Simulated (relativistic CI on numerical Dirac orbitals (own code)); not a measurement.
# Pd+: L-alpha,beta X-ray emission

Computed with this model: Dirac-Coulomb-Breit CI, orbitals from a KLI potential per configuration, QED by a radiative potential, valence Slater integrals scaled by 0.7, multiplet model of X-ray emission after core ionisation; configurations [Kr] 4d9 → [He] 2s2 2p5 3s2 3p6 3d10 4s2 4p6 4d9 → [Ar] 3d9 4s2 4p6 4d9; 300 K; Lorentzian 2 eV and Gaussian 0.6 eV FWHM. Energies are those of the free ion, without screening or charge transfer. S is read from ⟨S²⟩ = S(S + 1).

Field parameters in Wybourne normalisation: Oh B⁴₀ = 21Dq, B⁴₄ = √(5/14) B⁴₀. The field is a parameter set, without covalency.

Computed curve for Oh, 10Dq = 33750 cm⁻¹, scaled to 100 at the maximum (points under 2 are left out and the grid is thinned):

```csv
Energy (eV),Intensity
2829.0,2.1
2829.6,2.5
2830.0,2.8
2830.6,3.3
2831.2,4.1
2831.6,5.0
2832.2,7.2
2832.6,9.3
2833.2,12.7
2833.8,14.9
2834.2,15.1
2834.8,14.6
2835.4,14.3
2835.8,14.6
2836.4,16.7
2836.8,20.1
2837.4,30.1
2838.0,49.2
2838.4,67.5
2839.0,94.2
2839.6,97.2
2840.0,82.2
2840.6,52.0
2841.0,36.3
2841.6,21.9
2842.2,14.2
2842.6,11.1
2843.2,8.0
2843.8,6.1
2844.2,5.1
2844.8,4.1
2845.2,3.6
2845.8,3.0
2846.4,2.5
2846.8,2.2
2985.0,2.1
2985.6,2.6
2986.0,3.1
2986.6,4.0
2987.0,4.7
2987.6,6.0
2988.2,8.2
2988.6,10.6
2989.2,17.0
2989.8,28.6
2990.2,39.0
2990.8,51.3
2991.2,51.8
2991.8,42.1
2992.4,31.0
2992.8,24.7
2993.4,16.2
2994.0,10.2
2994.4,7.8
2995.0,5.5
2995.4,4.6
2996.0,3.6
2996.6,2.9
2997.0,2.5
2997.6,2.0
```

The ground state has S = 0.50, and the centroid lies at 2890.98 eV.
